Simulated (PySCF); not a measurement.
**Electron correlation in Br⁻ (bromine, charge -1)**

[Kr], closed-shell 1S. All numbers are calculated (PySCF 2.14, the non-relativistic Hamiltonian (point nucleus), in dyall-av2z (16s12p8d, 92 functions)). Frozen: [Ar] 3d10; 8 electrons correlated; the 39 highest virtual orbitals of each spin left out.

| level | correlation energy (mhartree) |
| --- | --- |
| CCSD | -151.33 |
| (T) | -4.01 |
| CCSD(T) | -155.34 |

Diagnostics: T1 = 0.0086, D1 = 0.0133, largest double amplitude 0.040.

Cost of the coupled-cluster step: of the order of 1 core-seconds, for 8 correlated electrons.
